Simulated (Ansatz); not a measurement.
BF3H6OSi2 (`F[B-](F)(F)[O+]([SiH3])[SiH3]`), relaxed with RKS PBE0-D4/def2-TZVP in Ansatz 0.2.0 from a PBE-D4/def2-SVP geometry. The force threshold is 0.005 eV/Å; the program also tests the step.

Total charge 0; spin multiplicity 1.

Start:

```xyz
13

F    -0.147    0.521   -2.244
B    -0.806    0.927   -1.107
F    -0.665    2.239   -0.790
F    -2.070    0.411   -0.936
O     0.061    0.088    0.101
Si   -0.940   -0.523    1.394
Si    1.695   -0.323   -0.355
H    -1.797    0.602    1.865
H    -1.718   -1.706    0.916
H     0.044   -0.941    2.447
H     2.321    0.908   -0.916
H     1.678   -1.473   -1.310
H     2.344   -0.729    0.934
```

| step | energy (eV) | largest force (eV/Å) | largest move (Å) |
| --- | --- | --- | --- |
| 1 | -26721.7149 | 0.611 | 0.000 |
| 2 | -26721.7775 | 0.430 | 0.036 |
| 3 | -26721.7945 | 0.072 | 0.027 |
| 4 | -26721.7951 | 0.054 | 0.008 |
| 5 | -26721.7963 | 0.034 | 0.030 |
| 6 | -26721.7965 | 0.045 | 0.017 |
| 7 | -26721.7967 | 0.018 | 0.009 |
| 8 | -26721.7968 | 0.009 | 0.007 |
| 9 | -26721.7968 | 0.002 | 0.004 |

End:

```xyz
13

F    -0.172    0.535   -2.259
B    -0.816    0.909   -1.124
F    -0.642    2.192   -0.755
F    -2.074    0.422   -0.970
O     0.041    0.021    0.064
Si   -0.900   -0.518    1.376
Si    1.661   -0.324   -0.327
H    -1.713    0.621    1.837
H    -1.712   -1.672    0.945
H     0.086   -0.931    2.401
H     2.264    0.916   -0.847
H     1.695   -1.436   -1.297
H     2.281   -0.735    0.954
```

It took 66 s on 4 threads of an Arm Neoverse V1 on a shared host, with 0.95 GiB of host memory at the peak.
